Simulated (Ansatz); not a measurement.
One geometry of `[OH][Ga-]([OH])([OH])[OH2+]`, several functionals.

```yaml
crystal:
  periodic: [false, false, false]
  atoms:
    - {symbol: O, position_ang: [-1.365480, 0.839531, 0.826814]}
    - {symbol: Ga, position_ang: [-0.258700, -0.369568, 0.077799]}
    - {symbol: O, position_ang: [1.268420, -0.778967, 0.963253]}
    - {symbol: O, position_ang: [-0.951151, -1.497028, -1.122647]}
    - {symbol: O, position_ang: [0.840938, 1.116972, -0.928978]}
    - {symbol: H, position_ang: [-2.290301, 0.680034, 0.631000]}
    - {symbol: H, position_ang: [1.179818, -0.778080, 1.917349]}
    - {symbol: H, position_ang: [-0.379363, -2.244774, -1.305598]}
    - {symbol: H, position_ang: [1.649849, 1.053806, -0.399180]}
    - {symbol: H, position_ang: [0.389168, 1.926775, -0.656811]}
basis:
  gaussian: {orbitals: def2-TZVPP}
hamiltonian: {xc: hse06, dispersion: d4}
output: {orbitals: {seedname: orbitals}}
```

```sh
$ ansatz run in.yaml --threads 4 --pin off --events-out ev --progress --plain
```

It prints (some lines left out):

```
Functional definition: HSE06
1312 factors; their error is unknown
109 factors; integrals over basis functions are off by at most 3.2e-7 eV
mean field evaluation 1: about -60621.2284 eV, gradient 1.1e2 eV
mean field evaluation 2: about -60583.3227 eV, gradient 1.8e2 eV
mean field evaluation 4: about -60638.3085 eV, gradient 1.0e1 eV
mean field evaluation 8: about -60638.4702 eV, gradient 1.5e-1 eV
mean field evaluation 16: about -60638.6765 eV, gradient 1.5e-4 eV
mean field -60638.67653961 eV, -2228.4302604594 hartree, gradient 3.4e-5 eV, S^2 0.000000; 0 other end points of the search recorded, 0 dependent functions left out
reference -60638.67658045 eV, -2228.4302619605 hartree; 34, 34 occupied and 208, 208 virtual orbitals, 1312 factors
Total energy: -60638.82068781 eV, -2228.4355578082 hartree
```

Hardware: 4 threads of a server CPU on a shared host. Wall time 3.1 s, peak host memory 0.68 GiB.

Changing it to `hamiltonian: {xc: {name: revPBE}, dispersion: d4}` (abridged; 1.8 s):

```
Functional definition: revPBE
mean field evaluation 16: about -60647.9710 eV, gradient 2.5e-4 eV
mean field -60647.97104672 eV, -2228.7718272956 hartree, gradient 5.0e-5 eV, S^2 0.000000
Total energy: -60648.49502502 eV, -2228.7910831429 hartree
```

With the line `hamiltonian: {xc: {name: BLYP}, dispersion: d4}` (abridged; 1.9 s):

```
Functional definition: BLYP
mean field evaluation 16: about -60655.1809 eV, gradient 1.9e-4 eV
mean field -60655.18094962 eV, -2229.0367863402 hartree, gradient 4.3e-5 eV, S^2 0.000000
Total energy: -60655.57766252 eV, -2229.0513652703 hartree
```

With the line `hamiltonian: {xc: {name: B97M-V}}` (abridged; 6 s):

```
Functional definition: B97M-V
mean field evaluation 16: about -60641.9917 eV, gradient 8.7e-4 eV
mean field -60641.99174591 eV, -2228.5520920438 hartree, gradient 6.1e-5 eV, S^2 0.000000
Total energy: -60641.99180570 eV, -2228.5520942411 hartree
```

The same input with `hamiltonian: {xc: {name: r2SCAN0}, dispersion: d4}` (abridged; 3.9 s):

```
Functional definition: r2SCAN0
mean field evaluation 16: about -60648.5360 eV, gradient 6.5e-5 eV
mean field -60648.53602981 eV, -2228.7925900412 hartree, gradient 6.5e-5 eV, S^2 0.000000
Total energy: -60648.58848658 eV, -2228.7945177919 hartree
```

The same input with `hamiltonian: {xc: lda}` (abridged; 1.2 s):

```
Functional definition: SPW92
mean field evaluation 16: about -60513.4102 eV, gradient 4.0e-4 eV
mean field -60513.41015303 eV, -2223.8268056613 hartree, gradient 1.2e-5 eV, S^2 0.000000
Total energy: -60513.41019194 eV, -2223.8268070913 hartree
```

HSE06 is the plane-wave form, built on full-range PBE exchange.
